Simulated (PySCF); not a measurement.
C₄H₂F₂O₂, SMILES O=C1COC(F)=C1F. Geometry optimised at PBE-D3(BJ)/def2-SVP. The structure was generated by enumeration, and PubChem lists no compound with its InChIKey, so it may never have been made. One conformer was computed; it need not be the lowest.

Level of theory: PBE-D3(BJ)/def2-SVP run with PySCF.

Harmonic wavenumbers (cm⁻¹): 117, 220, 240, 313, 329, 534, 541, 568, 606, 662, 710, 920, 995, 1020, 1137, 1147, 1209, 1321, 1387, 1451, 1707, 1796, 3018, 3086. Rotational constants (GHz): 3.170, 2.055, 1.257; symmetry number 1.

Task: Work out the zero-point energy and the ideal-gas rigid-rotor harmonic-oscillator thermochemistry at 298.15 K and 1 atm.

Result: ZPE = ½ Σ hcν = ½ × 25035 cm⁻¹ = 149.74 kJ/mol. H − E(el) = 169.36 kJ/mol. Entropy in J/(mol K): translation 168.46, rotation 117.42, vibration 53.48, total 339.36. G − E(el) = 68.19 kJ/mol. Cp = 105.47 J/(mol K). Modes under 150 cm⁻¹ make the vibrational entropy uncertain.
